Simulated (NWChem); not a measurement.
System: Si2H4SCl2; SMILES Cl[SiH2]S[SiH2]Cl

NWChem printed, in part:

```
             Northwest Computational Chemistry Package (NWChem) 7.3.0
             --------------------------------------------------------

 C1  symmetry detected

                             Geometry "geometry" -> ""
                             -------------------------

 Output coordinates in angstroms (scale by  1.889725989 to convert to a.u.)

  No.       Tag          Charge          X              Y              Z
 ---- ---------------- ---------- -------------- -------------- --------------
    1 Si                  14.0000     0.06444846     1.40190453    -0.92096198
    2 Cl                  17.0000    -0.70269730     2.78932351     0.42221163
    3 S                   16.0000     1.41096970    -0.00021695     0.00260070
    4 Si                  14.0000     0.05966603    -1.40106511     0.92106184
    5 Cl                  17.0000    -0.70041430    -2.79000445    -0.42462702
    6 H                    1.0000    -1.08994156     0.69668381    -1.51822920
    7 H                    1.0000     0.86882363     2.12976607    -1.92268488
    8 H                    1.0000    -1.09782450    -0.69504627     1.51132866
    9 H                    1.0000     0.85872161    -2.12810830     1.92763778

 Effective nuclear repulsion energy (a.u.)     490.4272328405

  perdew91 is a nonlocal functional; adding pw91lda local functional.

                                 NWChem DFT Module
                                 -----------------

 Summary of "ao basis" -> "ao basis" (spherical)
 ------------------------------------------------------------------------------
       Tag                 Description            Shells   Functions and Types
 ---------------- ------------------------------  ------  ---------------------
 Si                          6-31g*                  8       18   4s3p1d
 Cl                          6-31g*                  8       18   4s3p1d
 S                           6-31g*                  8       18   4s3p1d
 H                           6-31g*                  2        2   2s

            General Information
            -------------------
          SCF calculation type: DFT
          Wavefunction type:  closed shell.
          No. of atoms     :     9
          No. of electrons :    82
           Alpha electrons :    41
            Beta electrons :    41
          Charge           :     0
          Spin multiplicity:     1
          Use of symmetry is: off; symmetry adaption is: off
          Maximum number of iterations: 150
          AO basis - number of functions:    98
                     number of shells:    48
          Convergence on energy requested:  1.00D-06
          Convergence on density requested:  1.00D-05
          Convergence on gradient requested:  5.00D-04

              XC Information
              --------------
                 Perdew 1991   Exchange Functional  1.000
                Perdew 1991 Correlation Functional  1.000 non-local
            Perdew 1991 LDA Correlation Functional  1.000 local

             Grid Information
             ----------------
          Grid used for XC integration:  medium
          Radial quadrature: Mura-Knowles
          Angular quadrature: Lebedev.
          Tag              B.-S. Rad. Rad. Pts. Rad. Cut. Ang. Pts.
          ---              ---------- --------- --------- ---------
          Si                  1.10       88          11.0       590
          Cl                  1.00       88          13.0       590
          S                   1.00       88          10.0       590
          H                   0.35       45          13.0       434
          Grid pruning is: on
          Number of quadrature shells:   620
          Spatial weights used:  Erf1

      Superposition of Atomic Density Guess
      -------------------------------------

 Sum of atomic energies:       -1895.98439159

      Non-variational initial energy
      ------------------------------

 Total energy =   -1897.319573
 1-e energy   =   -3601.340124
 2-e energy   =    1213.593318
 HOMO         =      -0.336126
 LUMO         =       0.035967

     ---------------------------------------------
      Total Density - Mulliken Population Analysis
     ---------------------------------------------

    Atom       Charge   Shell Charges
 -----------   ------   -------------------------------------------------------
    1 Si  14    13.22   2.00  2.00  5.97  0.94  1.45  0.29  0.41  0.16
    2 Cl  17    17.42   2.00  2.00  5.98  1.38  3.71  0.57  1.77  0.01
    3 S   16    16.56   2.00  2.00  5.98  1.32  3.17  0.54  1.54  0.02
    4 Si  14    13.22   2.00  2.00  5.97  0.94  1.45  0.29  0.41  0.16
    5 Cl  17    17.42   2.00  2.00  5.98  1.38  3.71  0.57  1.77  0.01
    6 H    1     1.04   0.47  0.57
    7 H    1     1.04   0.47  0.57
    8 H    1     1.04   0.47  0.57
    9 H    1     1.04   0.47  0.57

   convergence    iter        energy       DeltaE   RMS-Dens  Diis-err
 ---------------- ----- ----------------- --------- --------- ---------
 d= 0,ls=0.0,diis     1  -1899.8600581661 -2.39D+03  1.86D-02  6.98D-01
 d= 0,ls=0.0,diis     2  -1899.7914182521  6.86D-02  1.28D-02  9.27D-01
 d= 0,ls=0.0,diis     3  -1899.9428700976 -1.51D-01  2.76D-03  5.06D-02
 d= 0,ls=0.0,diis     4  -1899.9508530659 -7.98D-03  6.85D-04  2.67D-03
 d= 0,ls=0.0,diis     5  -1899.9512853621 -4.32D-04  1.32D-04  7.78D-05
  Resetting Diis
 d= 0,ls=0.0,diis     6  -1899.9512975371 -1.22D-05  5.49D-05  1.28D-05
 d= 0,ls=0.0,diis     7  -1899.9512995837 -2.05D-06  4.57D-05  1.83D-06
 d= 0,ls=0.0,diis     8  -1899.9512989042  6.79D-07  2.92D-05  5.52D-06
 d= 0,ls=0.0,diis     9  -1899.9512999274 -1.02D-06  2.02D-06  1.75D-08
 d= 0,ls=0.0,diis    10  -1899.9512999305 -3.14D-09  5.64D-07  2.14D-09

         Total DFT energy =    -1899.951299930503
      One electron energy =    -3603.747127726720
           Coulomb energy =     1338.916668072865
    Exchange-Corr. energy =     -125.548073117179
 Nuclear repulsion energy =      490.427232840532

 Numeric. integr. density =       82.000016600720

                       DFT Final Molecular Orbital Analysis
                       ------------------------------------

 Vector   39  Occ=2.000000D+00  E=-2.903335D-01
              MO Center= -3.4D-01, -3.2D-02, -2.0D-03, r^2= 8.7D+00
   Bfn.  Coefficient  Atom+Function         Bfn.  Coefficient  Atom+Function
  ----- ------------  ---------------      ----- ------------  ---------------
    80      0.293776  5 Cl py                26      0.288763  2 Cl py
    25      0.261171  2 Cl px                79     -0.261790  5 Cl px
    81     -0.204903  5 Cl pz                27     -0.198957  2 Cl pz
    98      0.192288  9 H  s                 94     -0.191026  7 H  s
    84      0.157682  5 Cl py                30      0.154928  2 Cl py

 Vector   40  Occ=2.000000D+00  E=-2.817893D-01
              MO Center= -1.1D-01, -1.1D-03, -2.5D-04, r^2= 7.1D+00
   Bfn.  Coefficient  Atom+Function         Bfn.  Coefficient  Atom+Function
  ----- ------------  ---------------      ----- ------------  ---------------
    25      0.355329  2 Cl px                79      0.355957  5 Cl px
    43      0.349344  3 S  px                29      0.190286  2 Cl px
    83      0.190670  5 Cl px                92      0.187026  6 H  s
    96      0.187264  8 H  s                 47      0.168455  3 S  px
    21     -0.138578  2 Cl px                75     -0.138827  5 Cl px

 Vector   41  Occ=2.000000D+00  E=-2.568628D-01
              MO Center=  1.0D+00, -6.1D-04,  1.7D-03, r^2= 3.3D+00
   Bfn.  Coefficient  Atom+Function         Bfn.  Coefficient  Atom+Function
  ----- ------------  ---------------      ----- ------------  ---------------
    45      0.526058  3 S  pz                44      0.358204  3 S  py
    49      0.286180  3 S  pz                48      0.213338  3 S  py
    41     -0.200694  3 S  pz                26      0.163100  2 Cl py
    80      0.163165  5 Cl py                40     -0.136486  3 S  py
    25     -0.130993  2 Cl px                79      0.131460  5 Cl px

 Vector   42  Occ=0.000000D+00  E=-5.922154D-02
              MO Center=  2.4D-01,  1.8D-03,  2.5D-04, r^2= 6.5D+00
   Bfn.  Coefficient  Atom+Function         Bfn.  Coefficient  Atom+Function
  ----- ------------  ---------------      ----- ------------  ---------------
    46     -0.701435  3 S  s                 13      0.675315  1 Si pz
    67     -0.673620  4 Si pz                10      0.546213  1 Si s
    64      0.544048  4 Si s                 28     -0.441082  2 Cl s
    82     -0.440757  5 Cl s                 47      0.421796  3 S  px
     9      0.338066  1 Si pz                63     -0.337097  4 Si pz

 Vector   43  Occ=0.000000D+00  E=-3.902884D-02
              MO Center=  1.8D-01,  2.2D-03, -7.3D-04, r^2= 5.8D+00
   Bfn.  Coefficient  Atom+Function         Bfn.  Coefficient  Atom+Function
  ----- ------------  ---------------      ----- ------------  ---------------
    64     -0.765947  4 Si s                 10      0.761186  1 Si s
    48     -0.616284  3 S  py                13      0.550824  1 Si pz
    67      0.551734  4 Si pz                 6      0.464929  1 Si s
    60     -0.466900  4 Si s                 28     -0.375648  2 Cl s
    82      0.368567  5 Cl s                 44     -0.332726  3 S  py

 Vector   44  Occ=0.000000D+00  E=-3.765899D-02
              MO Center=  1.5D-01, -4.6D-03,  2.2D-03, r^2= 7.2D+00
   Bfn.  Coefficient  Atom+Function         Bfn.  Coefficient  Atom+Function
  ----- ------------  ---------------      ----- ------------  ---------------
    46      1.017071  3 S  s                 12      0.641680  1 Si py
    66     -0.638328  4 Si py                65     -0.557221  4 Si px
    11     -0.554405  1 Si px                47     -0.424465  3 S  px
    82     -0.365054  5 Cl s                 28     -0.356673  2 Cl s
     8      0.295562  1 Si py                62     -0.294495  4 Si py

[...]
```

Level: PW91/6-31G* (spherical d). Coordinates come from a B3LYP/6-31G* (spherical d) optimisation.

Q: Which NWChem input produces such a log?

A: One answer among several that fit: the input that was run:
```
start job
memory heap 200 mb stack 900 mb global 1100 mb
geometry units angstroms noautoz
  Si    -0.894966    -1.738434    -0.363549
  Cl     0.638798    -3.068898    -0.805129
  S     -0.325599    -0.259084     1.092259
  Si     0.774678     1.158214    -0.096280
  Cl    -0.458283     2.455808    -1.151652
  H     -1.284178    -1.092230    -1.635404
  H     -2.000402    -2.500597     0.250755
  H      1.616262     0.458987    -1.091006
  H      1.566430     1.955782     0.861473
end
basis spherical
  Si library 6-31g*
  Cl library 6-31g*
  S library 6-31g*
  H library 6-31g*
end
dft
  xc xperdew91 perdew91
  iterations 150
  mulliken
end
task dft energy
```
